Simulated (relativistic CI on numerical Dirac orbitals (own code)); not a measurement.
## Spin-allowed bands of a d3 ion in a tetrahedral site, by hand

Problem. Take Δ = 4950 cm⁻¹ and B = 510 cm⁻¹ for a d3 ion in a tetrahedral site. Calculate the three spin-allowed bands.

Working.
1. The terms of highest spin are 4F (energy 0) and 4P (15B = 7650 cm⁻¹). Here the F term splits into A2 at +1.2Δ = 5940, T2 at +0.2Δ = 990 and T1 at −0.6Δ = -2970 cm⁻¹.
2. The two T1 states mix through the element 0.4Δ: H = [[-2970, 1980], [1980, 7650]], with roots ½(H₁₁ + H₂₂) ∓ ½√[(H₂₂ − H₁₁)² + 4H₁₂²] = ½(4680) ∓ ½(11334) = -3327 and 8007 cm⁻¹.
3. The ground term is 4T1 at -3327 cm⁻¹.
4. Bands: 4T2 4317 cm⁻¹ (2316 nm), 4A2 9267 cm⁻¹ (1079 nm), 4T1(P) 11334 cm⁻¹ (882 nm).

Check. Exact diagonalisation of the whole d3 shell with these parameters gives 4T2 4317, 4A2 9267, 4T1 11334 cm⁻¹. The match is exact, since without spin-orbit coupling no other term has this spin. The ratio of the second band to the first, 2.147, depends on Δ/B = 9.7 alone, which is how a Tanabe-Sugano diagram is read.
